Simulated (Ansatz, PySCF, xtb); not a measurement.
Pair of molecules: HCl (SMILES Cl) (first 2 atoms) with C2H4 (SMILES C=C); geometry from B3LYP-D3(BJ)/def2-TZVP.
(charge 0, multiplicity 1):
```xyz
8

Cl     0.3088    -0.4808     0.0035
H      0.1925    -0.2875     1.2773
C     -0.5940     0.3638     3.4588
C      0.5624    -0.2560     3.6597
H     -1.5344    -0.1739     3.4527
H     -0.6456     1.4336     3.2966
H      1.5025     0.2822     3.6696
H      0.6137    -1.3252     3.8259
```

Counterpoise-corrected where a basis set is named; no monomer relaxation. Rows marked so take none.

Correlated levels freeze the cores. Rows in 6-311+G**, 6-31G* carry no dispersion term and start afresh at each structure (6-31G* with six Cartesian d functions). MP2/6-31G* freezes PySCF's default core.

The values were computed with Ansatz (Gaussian basis) for Hartree–Fock, density functionals and correlated methods; PySCF for 6-311+G** rows, 6-31G* rows, the dispersion terms; xtb for the GFN methods. Each number belongs to the level named beside it.

```csv
level,interaction energy (kcal/mol)
GFN2-xTB,-2.42
HF/6-31G* (no counterpoise),-1.93
PBE-D4/def2-TZVPPD,-3.96
r2SCAN-D3(BJ)/def2-TZVPPD,-3.76
B3LYP/6-311+G** (no counterpoise),-2.50
B3LYP-D3(BJ)/def2-TZVPPD,-3.62
PBE0-D3(BJ)/def2-TZVPPD,-3.91
MP2/6-31G*,-2.10
CCSD(T)/aug-cc-pV(D+d)Z,(withheld)
```

Fill in the missing entries.


- CCSD(T)/aug-cc-pV(D+d)Z, interaction energy (kcal/mol): -2.21

Ansatz is a first-principles code.
